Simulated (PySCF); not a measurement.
**MBr₂ across the 3d metals**

Level: PBE0, basis family def2-SVP, no relativity.

Each entry is the lowest minimum that a search over a few typed start shapes (and spin states, where more than one is plausible) found, or that minimum re-optimised at the stated level; isomers with ligand–ligand bonds, or fragments after loss of a ligand pair, can lie lower. Open shells are unrestricted; no spin–orbit coupling; PySCF with density fitting.

| molecule | 2S+1 | point group | mean bond to the central atom (Å) | highest ω (cm⁻¹) | lowest ω (cm⁻¹) | gap (eV) |
| --- | --- | --- | --- | --- | --- | --- |
| VBr₂ | ? | ? | ? | ? | ? | ? |
| MnBr₂ | ? | ? | ? | ? | ? | ? |
| FeBr₂ | 5 | D∞h | 2.290 | 404 | 63 | – |
| CoBr₂ | 4 | D∞h | 2.239 | 410 | 60 | – |
| NiBr₂ | 3 | D∞h | 2.219 | 417 | 62 | – |
| ZnBr₂ | 1 | D∞h | 2.230 | 405 | 81 | 6.72 |

Problem. Fill in the row of VBr₂.

Solution. 2S+1: 4; point group: D∞h; mean bond to the central atom (Å): 2.349; highest ω (cm⁻¹): 401; lowest ω (cm⁻¹): 41.

Problem. Fill in the row of MnBr₂.

Solution. 2S+1: 6; point group: D∞h; mean bond to the central atom (Å): 2.331; highest ω (cm⁻¹): 395; lowest ω (cm⁻¹): 62.

The bond length does not run in one direction; the largest change, -0.051 Å, falls between FeBr₂ and CoBr₂ among the members listed.

The shape of VBr₂ rests on a mode under 45 cm⁻¹ and is not firmly settled.

Left out of the table are members whose search was unfinished or whose lowest solution was spin-contaminated, unstable, very soft or bonded differently.

Open d and f shells are single-determinant solutions and may miss the true ground state.
